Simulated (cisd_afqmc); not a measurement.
Input (AFQMC/CISD/def2-SVP; cisd_afqmc is a phaseless AFQMC code with CISD trial states that reads the integrals written by Ansatz):

Ansatz 0.2 input:
```python
import cisd_afqmc

open("ham.yaml", "w").write("""\
crystal:
  periodic: [false, false, false]
  atoms:
    - {symbol: Sn, position_ang: [-0.00000000, -0.00000000, -0.29954676]}
    - {symbol: F, position_ang: [0.00000000, 0.00000000, 1.66414866]}
basis:
  gaussian:
    orbitals: def2-SVP
magnetization: {spin_polarized: true, initial_magnetization: 1}
correlation: {method: ccsd, electrons: outside_noble_gas, hamiltonian_folder: ham}
""")
rep = cisd_afqmc.ansatz("ham.yaml")
e_ccsd = rep["correlation"]["coupled_cluster"]["energy"]["hartree"]
out = cisd_afqmc.run("ham", e_ccsd, trial="CISD", walkers=200, populations=8, threads=8, dt=0.005, steps=40, early=36, settle=10, least=32,
    cut=5e-5, rank_cut=2e-4, target=0.0004, seconds=1500, seed=1, memory=17280, gpu=False)
```

Output:

```
orbitals 30, occupied [6, 5], factors 152 of 468, rank of the doubles 130 of 269
E(HF) = -312.722871
E(CCSD) on the cut factors = -312.971910, shift to the whole factors 0.000001
Energy of the trial state on the determinant = -312.971895
  tau behind 10.8 of longer steps, mean of the populations' last blocks
   2.0  -312.97741
   4.0  -312.97928
   6.0  -312.97763
   8.0  -312.97810
blocks 331 (4 outliers left out), error by blocks joined: 1: 0.00020, 2: 0.00023, 4: 0.00029, 8: 0.00032, 16: 0.00039
E(AFQMC/CISD) = -312.97795 +/- 0.00039
```

The error still grows at the longest joins of blocks, or few joins were possible, so the printed bar may be too narrow.
